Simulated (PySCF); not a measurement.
Isomers of C6H12O2, one GFN2-xTB conformer each. Single-point energies are computed at PBE0/pcSseg-1 (PySCF, gas phase, no added dispersion term), electronic only.

```tsv
SMILES	GFN2-xTB relative energy (kJ/mol)
CCC[C@@H](C=O)OC	148.1
CCC(=O)OC(C)C	11.5
CCCC(=O)OCC	22.3
CC(=O)OC(C)(C)C	0.0
CCCCOC(C)=O	22.2
CC[C@@H](C)C(=O)OC	26.3
```

Conformers: `[CH3:1][CH2:2][CH2:3][C@@H:4]([CH:5]=[O:6])[O:7][CH3:8]` with C1–C2–C3–C4 -178°, C2–C3–C4–C5 74°, C3–C4–C5–O6 -86°, C3–C4–O7–C8 169°; `[CH3:1][CH2:2][C:3](=[O:4])[O:5][CH:6]([CH3:7])[CH3:8]` with C1–C2–C3–O4 0°, C2–C3–O5–C6 179°, C3–O5–C6–C7 -83°; `[CH3:1][CH2:2][CH2:3][C:4](=[O:5])[O:6][CH2:7][CH3:8]` with C1–C2–C3–C4 178°, C2–C3–C4–O5 -88°, C3–C4–O6–C7 -178°, C4–O6–C7–C8 -82°; `[CH3:1][C:2](=[O:3])[O:4][C:5]([CH3:6])([CH3:7])[CH3:8]` with C1–C2–O4–C5 -179°; `[CH3:1][CH2:2][CH2:3][CH2:4][O:5][C:6]([CH3:7])=[O:8]` with C1–C2–C3–C4 65°, C2–C3–C4–O5 172°, C3–C4–O5–C6 85°, C4–O5–C6–C7 180°; `[CH3:1][CH2:2][C@@H:3]([CH3:4])[C:5](=[O:6])[O:7][CH3:8]` with C1–C2–C3–C4 175°, C2–C3–C5–O6 -50°, C3–C5–O7–C8 179°.

Q: What does PBE0/pcSseg-1 give for the same structures?

A: 
| SMILES | PBE0/pcSseg-1 E (Eh) | PBE0/pcSseg-1 (kJ/mol) | GFN2-xTB (kJ/mol) | point group |
| --- | --- | --- | --- | --- |
| CCC(=O)OC(C)C | -385.84895 | 0.0 | 11.5 | C1 |
| CC(=O)OC(C)(C)C | -385.84829 | 1.7 | 0.0 | – |
| CCCC(=O)OCC | -385.84224 | 17.6 | 22.3 | C1 |
| CCCCOC(C)=O | -385.84131 | 20.1 | 22.2 | C1 |
| CC[C@@H](C)C(=O)OC | -385.83915 | 25.7 | 26.3 | C1 |
| CCC[C@@H](C=O)OC | -385.79204 | 149.4 | 148.1 | C1 |

GFN2-xTB puts CC(=O)OC(C)(C)C lowest instead; measured from each level's own lowest isomer, the values differ by up to 11.5 kJ/mol (CCC(=O)OC(C)C: 11.5 against 0.0). As drawn, the lowest has a C(=O)–O unit, which the highest lacks. Neighbours under 10 kJ/mol apart (CCC(=O)OC(C)C and CC(=O)OC(C)(C)C; CCCC(=O)OCC and CCCCOC(C)=O; CCCCOC(C)=O and CC[C@@H](C)C(=O)OC) can change places with a better method, another conformer or zero-point energy.

Q: Which frontier levels, dipoles and rotational constants go with these structures?

A: 
| SMILES | HOMO (eV, PBE0/pcSseg-1) | LUMO (eV) | dipole (D) | A, B, C (MHz) |
| --- | --- | --- | --- | --- |
| CCC(=O)OC(C)C | -7.87 | 0.52 | 1.85 | 4639, 1054, 964.4 |
| CC(=O)OC(C)(C)C | -7.65 | 0.49 | 1.91 | 3327, 1452, 1310 |
| CCCC(=O)OCC | -7.78 | 0.45 | 1.83 | 5555, 900.3, 847.9 |
| CCCCOC(C)=O | -7.89 | 0.47 | 1.76 | 5088, 920.4, 849.3 |
| CC[C@@H](C)C(=O)OC | -7.88 | 0.44 | 1.67 | 2792, 1443, 1186 |
| CCC[C@@H](C=O)OC | -7.18 | -0.89 | 1.78 | 3060, 1166, 902.7 |

Q: As an exercise, what shares would exp(−E/RT) give at 500 K from these electronic energies alone (no entropy, no degeneracies)?

A: RT = 4.157 kJ/mol: CCC(=O)OC(C)C 59.3 %, CC(=O)OC(C)(C)C 39.3 %, CCCC(=O)OCC 0.9 %, CCCCOC(C)=O 0.5 %, CC[C@@H](C)C(=O)OC 0.1 %, CCC[C@@H](C=O)OC under 0.1 %.
